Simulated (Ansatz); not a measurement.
Reactions of CHFSSe, SMILES `FC(S)=[Se]`.

Program: Ansatz. Geometries: PBE0-D4/def2-TZVP. ΔE: electronic, gas phase. CCSD(T)/CBS is the MP2 limit (def2-TZVPP, def2-QZVPP) plus CCSD(T) − MP2 in def2-TZVPP, frozen cores. This one scheme is used for every species, atoms too. DFT in def2-TZVPP. Open shells (•) are unrestricted, without spin–orbit coupling. Spin–orbit coupling would lower the free atoms: a little for C, F, S; clearly for Se. def2 core potentials past Kr. Bonds to In, Se are less sure, by a few kJ/mol each and by 10 to 20 or more in all where they break to atoms, as the def2 sets lack core-valence functions. Scalar relativity is left out up to krypton. Each species was taken in one conformer, which may not be the lowest.

```tsv
reaction	revPBE-D4 (kJ/mol)	CCSD(T)/def2-SVP (kJ/mol)	CCSD(T)/CBS(def2) (kJ/mol)
`FC(S)=[Se]` + HCl → `FC(Cl)=[Se]` + H₂S	36	31	35
`FC(S)=[Se]` + H₂O → `OC(S)=[Se]` + H–F	-46	-53	-50
`FC(S)=[Se]` + H₂ → `SC=[Se]` + H–F	-73	-85	-98
`FC(S)=[Se]` + `[InH3]` → `F[C](=[Se])[InH2]` + H₂S	-14	-32	-42
`FC(S)=[Se]` → C• + F• + H• + S• + Se•	1655	1466	1612
```

Largest T1 diagnostic: 0.018, for `F[C](=[Se])[InH2]`.
